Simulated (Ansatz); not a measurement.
Cs3I4. Total charge 0; doublet. Geometry PBE0-D4/def2-SVP, basis def2-TZVP, Ansatz.

```csv
atom,x (Å),y (Å),z (Å)
Cs1,-2.641,-2.449,-0.873
Cs2,2.447,-1.165,0.368
Cs3,0.029,3.642,0.664
I4,0.582,-3.898,-1.187
I5,-2.540,1.377,-1.054
I6,-1.214,0.114,1.649
I7,3.337,2.379,0.433
```

```json
{"run": "A", "HOMO (eV)": "-5.86", "LUMO (eV)": "-3.99"}
{"run": "B", "HOMO (eV)": "-5.44", "LUMO (eV)": "-4.30"}
{"run": "C", "HOMO (eV)": "-4.84", "LUMO (eV)": "-4.65"}
{"run": "D", "HOMO (eV)": "-5.06", "LUMO (eV)": "-4.57"}
{"run": "E", "HOMO (eV)": "-4.76", "LUMO (eV)": "-4.55"}
```

In the def2 sets Cs, I take a core potential; there is no spin–orbit coupling. In the doublet, I5 and I6 lie 3.27 Å apart (atoms count from 1), so these atoms are partly bonded to each other. Another isomer (doublet) lies 0.12 eV lower at PBE0-D4/def2-TZVP; other spin states weren't run for this one.

HOMO and LUMO are taken over both spins.

Task: The runs used PBE, PBE0, r2SCAN, r2SCANh, revPBE. Estimate which is which.

Result: A PBE0 (25 % exact exchange); B r2SCANh (10 % exact exchange); C PBE (0 % exact exchange); D r2SCAN (0 % exact exchange); E revPBE (0 % exact exchange). Exact exchange lowers occupied and raises empty levels; among semilocal functionals meta-GGAs tend to open the gap a little, and such runs are hard to tell apart. The gap grows from 0.19 eV (PBE) to 1.87 eV (PBE0).
